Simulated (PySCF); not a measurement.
A GIAO shielding run with PySCF 2.14 (density fitting, non-relativistic, gas phase) on `N(/[Si@H](CC=C)Cl)=C/C`, C$_{5}$H$_{10}$ClNSi:

```
$ OMP_NUM_THREADS=1 python probes_run.py task.json out

{"job": {"kind": "nmr", "xc": "PBE0", "basis": "pcSseg-1"}, "charge": 0, "multiplicity": 1}
C      2.749127     0.302846     1.042816
C      1.817174     0.616680     0.160984
C      1.535548    -0.147458    -1.082026
Si    -0.118838    -1.089916    -0.955527
Cl    -0.436660    -2.183192    -2.625523
N     -1.320383     0.126220    -1.042030
C     -2.194431     0.638417    -0.308342
C     -2.547051     0.266757     1.089347
H      2.907776     0.877979     1.939080
H      3.401691    -0.542546     0.896451
H      1.172887     1.470266     0.331238
H      2.341902    -0.854488    -1.276762
H      1.481456     0.539187    -1.928476
H     -0.073249    -2.030777     0.167703
H     -2.779243     1.459572    -0.729726
H     -3.583525    -0.066786     1.121632
H     -2.465581     1.144496     1.728785
H     -1.897359    -0.520939     1.458720
```

Hardware: 1 thread of an AMD EPYC 9R45 96-Core, shared host. The job also computes population analyses, field gradients.

**Question.** How large is the calculation?

**Answer.** 78 electrons, 200 basis functions and 1077 auxiliary functions.

**Question.** How long does it take, and how much memory does it need?

**Answer.** 23 s of wall time, with 14 SCF cycles and 5 response iterations; peak memory 0.92 GiB. Times on a shared host scatter by some tens of per cent.
